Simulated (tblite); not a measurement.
C8H17P.
SMILES with atom numbers: `[CH3:1][CH2:2][CH2:3][P:4]1[CH2:5][CH2:6][C@@H:7]([CH3:8])[CH2:9]1` (hydrogens: H10, H11, H12 on C1; H13, H14 on C2; H15, H16 on C3; H17, H18 on C5; H19, H20 on C6; H21 on C7; H22, H23, H24 on C8; H25, H26 on C9)

Computed with GFN2-xTB (tblite), gas phase: L-BFGS steps from a force-field or distance-geometry start until the largest atomic force falls under 0.01 eV/Å.

Step 85: E = -770.8722 eV
```
atom  x, y, z in Å  |  force x, y, z in eV/Å
C1      4.0088   -0.0420    0.1334    0.021   0.011   0.021
C2      2.7313   -0.7285   -0.3317    0.039   0.031  -0.004
C3      1.5542    0.2439   -0.3353    0.023  -0.051   0.041
P4      0.0742   -0.5199   -1.1647   -0.004   0.068  -0.048
C5     -0.6378   -1.4792    0.2811    0.026  -0.010  -0.003
C6     -1.7561   -0.6432    0.9089    0.033  -0.049  -0.004
C7     -2.3385    0.2145   -0.2141    0.013  -0.076  -0.023
C8     -3.3830    1.2255    0.2350    0.017  -0.060   0.002
C9     -1.1379    0.8716   -0.8851   -0.036   0.039  -0.013
H10     4.8630   -0.7126    0.0624   -0.034   0.005   0.004
H11     4.2040    0.8343   -0.4826    0.049  -0.020   0.029
H12     3.9091    0.2785    1.1690    0.022   0.027  -0.015
H13     2.5173   -1.5788    0.3235   -0.032   0.048  -0.062
H14     2.8710   -1.1212   -1.3429    0.003   0.026   0.022
H15     1.2898    0.5425    0.6833    0.046   0.026   0.015
H16     1.8179    1.1452   -0.9016   -0.017  -0.100   0.016
H17     0.1585   -1.7296    0.9832   -0.045  -0.001   0.059
H18    -1.0319   -2.4212   -0.1100   -0.043   0.036   0.001
H19    -2.5181   -1.2899    1.3461   -0.016   0.018   0.039
H20    -1.3633   -0.0011    1.7013    0.012   0.012  -0.059
H21    -2.7938   -0.4664   -0.9413   -0.089  -0.022  -0.025
H22    -3.7461    1.7757   -0.6305   -0.037   0.050   0.059
H23    -4.2229    0.7137    0.6989   -0.028   0.031   0.020
H24    -2.9677    1.9323    0.9515    0.020  -0.030  -0.023
H25    -1.4139    1.3403   -1.8303    0.012  -0.003  -0.037
H26    -0.7092    1.6383   -0.2344    0.042  -0.007  -0.012
```

Step 86: E = -770.8756 eV
```
atom  x, y, z in Å  |  force x, y, z in eV/Å
C1      4.0001   -0.0390    0.1510    0.023  -0.010   0.026
C2      2.7263   -0.7256   -0.3251    0.048   0.037  -0.030
C3      1.5472    0.2449   -0.3340    0.019  -0.067   0.017
P4      0.0766   -0.5172   -1.1835   -0.005  -0.004  -0.009
C5     -0.6383   -1.4843    0.2581    0.033  -0.018  -0.025
C6     -1.7347   -0.6374    0.9092    0.040  -0.059  -0.026
C7     -2.3344    0.2142   -0.2089   -0.001  -0.079  -0.025
C8     -3.3708    1.2300    0.2491    0.042  -0.089   0.014
C9     -1.1468    0.8637   -0.9093   -0.047   0.070  -0.016
H10     4.8557   -0.7110    0.0956   -0.067   0.020  -0.006
H11     4.2048    0.8344   -0.4668    0.040  -0.032   0.050
H12     3.8849    0.2829    1.1844    0.037   0.050  -0.011
H13     2.5084   -1.5780    0.3257   -0.025   0.043  -0.062
H14     2.8747   -1.1142   -1.3370   -0.006   0.022   0.030
H15     1.2700    0.5345    0.6825    0.043   0.035   0.053
H16     1.8154    1.1507   -0.8888   -0.010  -0.078  -0.007
H17     0.1625   -1.7582    0.9457   -0.041  -0.002   0.071
H18    -1.0533   -2.4153   -0.1409   -0.036   0.071   0.013
H19    -2.4928   -1.2770    1.3630   -0.013   0.013   0.052
H20    -1.3228    0.0061    1.6913    0.015  -0.001  -0.081
H21    -2.8032   -0.4726   -0.9209   -0.102  -0.030  -0.038
H22    -3.7552    1.7659   -0.6151   -0.034   0.075   0.047
H23    -4.1979    0.7239    0.7395   -0.053   0.008   0.025
H24    -2.9414    1.9444    0.9485    0.031   0.002  -0.024
H25    -1.4410    1.3108   -1.8597    0.017   0.008  -0.030
H26    -0.7150    1.6460   -0.2806    0.050   0.015  -0.005
```

**Question.** Estimate the geometry and energy of step 87. (The exact step hangs on the optimiser's Hessian estimate; all steps are aligned on step 86, rigid shifts and turns removed.)

**Answer.** E = -770.8801 eV, largest force 0.111 eV/Å
```
atom  x, y, z in Å  |  force x, y, z in eV/Å
C1      3.9901   -0.0357    0.1727    0.019  -0.036   0.026
C2      2.7211   -0.7208   -0.3182    0.045   0.031  -0.048
C3      1.5392    0.2462   -0.3301    0.005  -0.063  -0.012
P4      0.0806   -0.5127   -1.2057   -0.003  -0.086   0.046
C5     -0.6384   -1.4894    0.2304    0.030  -0.028  -0.049
C6     -1.7080   -0.6311    0.9078    0.012  -0.052  -0.060
C7     -2.3300    0.2114   -0.2044   -0.032  -0.058  -0.024
C8     -3.3546    1.2337    0.2666    0.031  -0.085   0.033
C9     -1.1599    0.8541   -0.9401   -0.034   0.067  -0.012
H10     4.8448   -0.7115    0.1392   -0.089   0.029  -0.017
H11     4.2098    0.8312   -0.4489    0.033  -0.026   0.062
H12     3.8551    0.2919    1.2012    0.054   0.074   0.006
H13     2.4983   -1.5771    0.3241   -0.019   0.021  -0.041
H14     2.8785   -1.1029   -1.3308   -0.006   0.018   0.014
H15     1.2485    0.5240    0.6847    0.033   0.037   0.090
H16     1.8131    1.1583   -0.8689   -0.005  -0.041  -0.041
H17     0.1641   -1.7916    0.9026   -0.017  -0.010   0.080
H18    -1.0808   -2.4048   -0.1770   -0.018   0.090   0.014
H19    -2.4607   -1.2607    1.3837   -0.004  -0.002   0.059
H20    -1.2751    0.0156    1.6755    0.032  -0.002  -0.092
H21    -2.8172   -0.4822   -0.8970   -0.098  -0.030  -0.043
H22    -3.7665    1.7555   -0.5939   -0.011   0.080   0.058
H23    -4.1674    0.7372    0.7899   -0.052  -0.015   0.016
H24    -2.9066    1.9564    0.9454    0.034   0.019  -0.045
H25    -1.4741    1.2726   -1.8968    0.013   0.026  -0.027
H26    -0.7248    1.6548   -0.3389    0.047   0.042   0.003
```

The energy changes by -0.0045 eV. The first-order estimate −F·Δx gives -0.0060 eV and the mean of the old and new forces, exact on a quadratic surface, -0.0044 eV. The step makes an angle of 85° with the force vector and moves no atom by more than 0.063 Å.

The cost below is that of the whole relaxation. On Intel Xeon at 2.50 GHz, one thread, shared host with 64 logical CPUs at a one-minute load of 58, this took 7.7 s wall, 4.8 s CPU.
